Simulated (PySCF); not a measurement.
Static response to an electric field

Compound: C7H6F4.
Cartesian coordinates in Å at the PBE0-D3(BJ)/def2-SVP level; atoms count from 1:
```
atom  x, y, z in Å
C1     3.1961    0.5901   -0.5800
C2     1.7944    0.2569   -0.4029
C3     0.6215   -0.0067   -0.2553
C4    -0.7957   -0.3304   -0.0534
C5    -1.0032   -1.8241    0.1637
F6    -1.5160    0.0447   -1.1692
C7    -1.3181    0.4522    1.1303
F8    -0.7314    0.1247    2.2836
C9    -2.2670    1.3888    1.1498
F10   -2.9258    1.8297    0.1139
F11   -2.6370    1.9901    2.2542
H12    3.3128    1.4135   -1.3014
H13    3.7706   -0.2730   -0.9497
H14    3.6429    0.9130    0.3732
H15   -0.5882   -2.3765   -0.6901
H16   -2.0796   -2.0301    0.2465
H17   -0.4976   -2.1498    1.0820
```

Level: wB97X-D/def2-SVPD (PySCF), static field, nuclei fixed, core orbitals frozen in the response. The polarisability tensor in these axes (au):

```
x   111.94  -3.23  -8.47
y    -3.23  79.93   2.32
z    -8.47   2.32  72.03
```

**Question.** Give the principal values, the mean and the anisotropy Δα = √{½[(α1 − α2)² + (α2 − α3)² + (α1 − α3)²]}.

**Answer.** Principal values 70.03, 79.82 and 114.05 au; mean 87.97 au = 13.04 Å³ = 14.50 × 10⁻⁴⁰ C²·m²/J; Δα = 40.03 au (46 % of the mean).

**Question.** What is the dipole moment, and where does it point?

**Answer.** (2.39, -1.22, -0.16) D, 2.68 D in size, pointing from the negative to the positive side. Measured along this direction, the outermost atoms are F10 and F11 at the negative end and H13 at the positive end.

**Question.** Rayleigh depolarisation ratio (linearly polarised light, static tensor)?

**Answer.** ρ = 3Δα²/(45ᾱ² + 4Δα²) = 4806.9/(348236 + 6409.2) = 0.0136.

**Question.** What would n − 1 = 2πNα be for an ideal gas of these molecules at 273.15 K and 1 atm, electronic part alone?

**Answer.** N = p/kT = 2.6868 × 10¹⁹ cm⁻³, so n − 1 = 2π × N × 13.04 × 10⁻²⁴ cm³ = 2201 × 10⁻⁶ at long wavelengths, for an ideal gas.

**Question.** Give the principal axes and the span of the nuclei along them.

**Answer.** Largest value along (0.97, -0.11, -0.20), where the nuclei span 7.13 Å; middle along (0.14, 0.98, 0.14), 4.42 Å; least along (0.18, -0.17, 0.97), 3.48 Å. The response follows the extents in order.

**Question.** Give the eigenvalues of the traceless quadrupole moment Θ = ½Σq(3rr − r²1), origin at the centre of nuclear charge.

**Answer.** -12.31, -0.96, 13.26 D·Å. The values depend on the origin, since the dipole doesn't vanish. The electronic extent ⟨r²⟩ about the same centre is 1970 bohr², a root-mean-square distance of 2.56 Å for the 84 electrons.

**Question.** In TDDFT the mean static polarisability is Σ f/ω² over all singlet excitations (ω in hartree). How much of it do the 10 lowest give? Their energies (eV) and oscillator strengths: 6.08, 0.0023; 6.53, 0.0132; 6.63, 0.0060; 6.86, 0.0083; 7.18, 0.0103; 7.58, 0.0202; 7.63, 0.5441; 7.77, 0.0175; 8.05, 0.0110; 8.23, 0.1653.

**Answer.** They add up to 9.99 au, 11.4 % of the 87.97 au; the largest single term is 6.92 au, from the state at 7.63 eV. Terms in order: 0.05, 0.23, 0.10, 0.13, 0.15, 0.26, 6.92, 0.21, 0.13, 1.81 au. Higher excitations give the rest. The strengths listed sum to 0.798.

Geometry: PBE0-D3(BJ)/def2-SVP, one conformer, isolated molecule.
